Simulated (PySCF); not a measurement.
The isolated species `CN(C)BN(C)C` is ionised with synchrotron light (hν = 3100.0 eV). Calculated photoelectron kinetic energies of its computed core levels, recoil neglected:

```json
{"line": "1", "kinetic energy (eV)": "2905.28"}
{"line": "2", "kinetic energy (eV)": "2808.79"}
{"line": "3", "kinetic energy (eV)": "2695.78"}
```

Method used: delta-SCF UKS SCAN, pcX-2 on the ionised atom, pcseg-1 elsewhere, spin-free X2C (PySCF 2.14.0).

Q: Which element, shell and site does each line come from? Numbering: `[CH3:1][N:2]([CH3:3])[BH:4][N:5]([CH3:6])[CH3:7]`.

A: Against the vacuum level, binding energy = hν − kinetic energy.

```tsv
line	binding energy (eV)	level	atoms	environment
1	194.72	B 1s	B4	three-coordinate boron
2	291.21	C 1s	C1/C3/C6/C7	N-methyl carbon
3	404.22	N 1s	N2/N5	boron-bound nitrogen
```

Q: Where does line 1 move with hν = 1000.0 eV?

A: To 1000.0 − 194.72 = 805.28 eV; every photoline shifts by the change in photon energy, -2100.0 eV.

Q: What is the longest wavelength that can ionise C 1s of C1/C3/C6/C7 vertically?

A: λ = hc/E = 12398.42 eV Å / 291.21 eV = 42.576 Å.

Other core shells, valence and Auger electrons aren't listed. One atom of each set of topologically equivalent atoms was ionised and stands for the set; in this conformer not all members are related by symmetry, and their own values weren't computed. Geometry: PBE0-D3(BJ)/def2-SVP; no solvent, vibrations or thermal averaging.

The values belong to the conformer `[CH3:1][N:2]([CH3:3])[BH:4][N:5]([CH3:6])[CH3:7]`: C1–N2–B4–N5 165°, N2–B4–N5–C6 -17°.
